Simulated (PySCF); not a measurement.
## How methods differ on the interval between two levels of Xe⁺

Xe⁺ [Kr] 4d10 5s2 5p5 [2P3/2, M_J = 3/2] → Xe⁺ [Kr] 4d10 5s1 5p6 [2S1/2, M_J = 1/2], as a difference of total energies. Calculation: PySCF 2.14, in x2c-TZVPall-2c; the two-component X2C-1e Hamiltonian. Correlated levels: [Ar] 3d10 frozen; the 6 highest virtual spinors dropped. "Screened" scales the spin-orbit matrix elements by Boettger's factors to mimic the two-electron term; Breit and QED terms are absent.

Order these methods by the interval between two levels they give, lowest first.
A. GMP2 (screened spin-orbit)
B. GHF (screened spin-orbit)
C. GMP2 (spin-free)
D. GHF (spin-free)

C (101430 cm⁻¹), A (104710 cm⁻¹), D (119290 cm⁻¹), B (122560 cm⁻¹).

The spin-free rows lack the spin-orbit shift.

Errors of the correlated levels include the incompleteness of this basis and the frozen core.

For comparison: 90874 cm⁻¹ (measured; NIST Handbook of Basic Atomic Spectroscopic Data (Sansonetti and Martin, J. Phys. Chem. Ref. Data 34, 1559 (2005))).
